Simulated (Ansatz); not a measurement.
C2H7Ge (`[CH3][GeH][CH3]`) radical, relaxed with UKS PBE0-D4/def2-TZVP in the Gaussian-basis code of Ansatz from a PBE-D4/def2-SVP geometry. The force threshold is 0.005 eV/Å; the program also tests the step.

The species carries charge 0 and has multiplicity 2.

Start:

```xyz
10

C     0.295   -1.011   -1.261
Ge    0.754   -0.272    0.518
C    -0.376    1.304    0.927
H    -0.778   -1.300   -1.280
H     0.906   -1.908   -1.481
H     0.470   -0.258   -2.054
H     0.529   -1.371    1.616
H    -0.228    2.097    0.167
H    -1.445    1.004    0.923
H    -0.127    1.715    1.924
```

(1) How much energy does the relaxation release, and in how many steps? (Best estimate.)

(2) Which bonds change most? (Best estimate.)

(3) Give the relaxed structure. (Best estimate.)

Results:

(1) The calculation gave: 0.82 kcal/mol, in 3 steps.

(2) Ansatz gave: Ge2–C3 from 1.981 to 1.964 Å; C1–Ge2 from 1.981 to 1.964 Å; C1–H4 from 1.111 to 1.094 Å; C3–H9 from 1.111 to 1.094 Å.

(3) Computed: 
```xyz
10

C     0.289   -1.004   -1.251
Ge    0.738   -0.273    0.515
C    -0.375    1.294    0.918
H    -0.765   -1.293   -1.272
H     0.895   -1.883   -1.470
H     0.461   -0.257   -2.027
H     0.537   -1.360    1.605
H    -0.219    2.073    0.171
H    -1.430    1.007    0.909
H    -0.132    1.697    1.902
```
